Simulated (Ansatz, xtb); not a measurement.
## F2HPSi: where a starting geometry ends

The starting geometry of this gas-phase singlet has its atoms placed at random.

```xyz
5

F     0.4392    0.3246   -1.5399
F    -1.1382   -0.0590    1.0071
P     0.8982    1.7638   -0.0037
Si    0.2195   -0.5547    1.5748
H    -1.4441   -0.9162    0.6345
```

Question: One run relaxed it with r2SCAN-D4/def2-SVP. What is a likely outcome?

Answer: It ends as a structure with F2 bridging Si4 and H5, given below by its coordinates. Distances that change by over a tenth: F2–Si4 (1.55 → 1.86 Å), F2–H5 (0.98 → 1.14 Å). Contacts that close: F1–P3 (2.15 → 1.84 Å), P3–Si4 (2.89 → 2.19 Å).

The energy falls by 6.65 eV over 22 steps:

| step | E − E(last) (eV) |
| --- | --- |
| 1 | 6.652 |
| 3 | 2.282 |
| 6 | 0.782 |
| 8 | 0.746 |
| 10 | 0.715 |
| 13 | 0.298 |
| 15 | 0.044 |
| 17 | 0.013 |
| 20 | 0.001 |
| 22 | 0.000 |

Final geometry (Å):

```yaml
atoms:
  - { symbol: F, position_ang: [-0.3833, 0.2232, -0.9887] }
  - { symbol: F, position_ang: [-1.1501, -0.5029, 0.9991] }
  - { symbol: P, position_ang: [1.0913, 0.8803, -0.0979] }
  - { symbol: Si, position_ang: [0.3642, 0.1830, 1.8439] }
  - { symbol: H, position_ang: [-0.9475, -0.2251, -0.0835] }
```

From the same start GFN2-xTB ends elsewhere, in pieces: FPSi + FH.

From so rough a start the end depends on the optimiser's path, so another program may land elsewhere. The end wasn't checked by frequencies. Run with Ansatz 0.2.0, 27 s on 2 threads of Arm Neoverse V2, on a shared host.
